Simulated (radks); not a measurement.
Species: In. Configuration: [Kr] 4d10 5s2 5p1. All-electron calculation, scalar-relativistic Kohn-Sham, LDA (Slater exchange, VWN5 correlation), spin-polarised, spherical densities, finite nucleus; open shells are filled with parallel spins first (spin-orbit coupling, left out, can overturn this in heavy ions); Fermi nuclear charge, rms radius 4.6156 fm. Program: a radial shooting solver on a logarithmic mesh with Libxc functionals. Some entries of the table are withheld. Estimate them.

orbital,occ.,eigenvalue (eV),<r> (bohr)
1s up,1,-27719.47,0.02974
1s down,1,-27719.46,0.02974
2s up,1,-4151.330,0.1286
2s down,1,-4151.327,0.1286
2p up,3,-3728.545,0.1122
2p down,3,-3728.538,0.1122
3s up,1,-787.1820,0.3492
3s down,1,-787.1728,0.3492
3p up,3,-648.6948,0.3476
3p down,3,-648.6847,0.3476
3d up,5,-432.9661,0.3246
3d down,5,-432.9575,0.3246
4s up,1,-119.4264,0.8476
4s down,1,-119.4091,0.8476
4p up,3,(1),0.9217
4p down,3,(2),0.9215
4d up,5,-18.7133,1.187
4d down,5,-18.6375,1.183
5s up,1,-8.6709,2.600
5s down,1,-8.1894,2.585
5p up,1,-2.9061,3.642
5p down,0,-2.3823,3.722

Answer. 
(1) 4p up eigenvalue (eV): -78.0212
(2) 4p down eigenvalue (eV): -77.9992
